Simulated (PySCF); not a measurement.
Computed with delta-SCF UKS SCAN, pcX-2 on the ionised atom, pcseg-1 elsewhere, spin-free X2C in PySCF 2.14.0. Geometries: PBE0-D3(BJ)/def2-SVP; isolated species, one conformer each. Values against the vacuum level.

Question: Rank by computed C 1s binding energy, lowest first.
A. C2 in `[F:1][C:2]([F:3])([F:4])[SiH2:5][CH2:6][GeH3:7]`
B. C2 in `[F:1][C:2]([F:3])([F:4])[CH2:5][GeH2:6][SiH3:7]`
C. C5 in `[Cl:1][CH:2]([Cl:3])[C:4]1=[CH:5][SiH2:6][CH:7]=[CH:8]1`
D. C1 in `[CH3:1][NH:2][C:3]([CH3:4])=[O:5]`

Answer: C (289.90 eV), D (291.94 eV), A (297.33 eV), B (298.14 eV).

From the lowest up, the atoms are bonded to: C (double bond), H and Si (289.90); N and 3 H (291.94); 3 F and Si (297.33); 3 F and C (298.14).
